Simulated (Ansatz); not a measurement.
The same path of BClH2OS (6 atoms, charge 0, multiplicity 1) was run twice with different band settings. The coordinate that changes most is the dihedral H5–O1–B2–Cl4.

Theory: RKS CAM-B3LYP/STO-3G (Ansatz 0.2.0).

Relaxed end points:

```xyz
6
Properties=species:S:1:pos:R:3
O 0.330 0.901 -0.599
B -0.223 -0.226 -0.086
S 0.332 -0.889 1.459
Cl -1.550 -1.064 -0.994
H -0.105 1.136 -1.482
H 1.258 0.078 1.655
```

```xyz
6
Properties=species:S:1:pos:R:3
O -0.225 0.807 -1.274
B -0.193 -0.060 -0.232
S 0.910 0.084 1.158
Cl -1.382 -1.417 -0.351
H 0.460 1.541 -1.150
H 0.471 -1.018 1.803
```

Common settings: movable images 9; climbing image yes; optimiser quadratic models (default); start path through a guess of the saddle point; force threshold 0.03 eV/Å; iteration limit 60; end points relaxed.

| run | spring |
| --- | --- |
| 1 | 5.0 eV/Å² |
| 2 | 2.0 to 10.0 eV/Å², energy-weighted |

Q: What does each run give, and how far can it be trusted?

A: Run 1: converged after 32 iterations, highest image 0.670 eV above the first end. The profile has 2 maxima (images 3, 8) with wells between them (image 6): this band takes more than one step, which may be the mechanism or a detour left from its start path. A vibrational analysis at the climbing image gives one clearly imaginary mode, 706i cm⁻¹: a first-order saddle point.
Run 2: converged after 25 iterations, highest image 0.696 eV above the first end. The profile has 2 maxima (images 3, 7) with wells between them (image 5): this band takes more than one step, which may be the mechanism or a detour left from its start path. The order of the stationary point at the top wasn't checked.
Limits of this set-up: minimal basis.
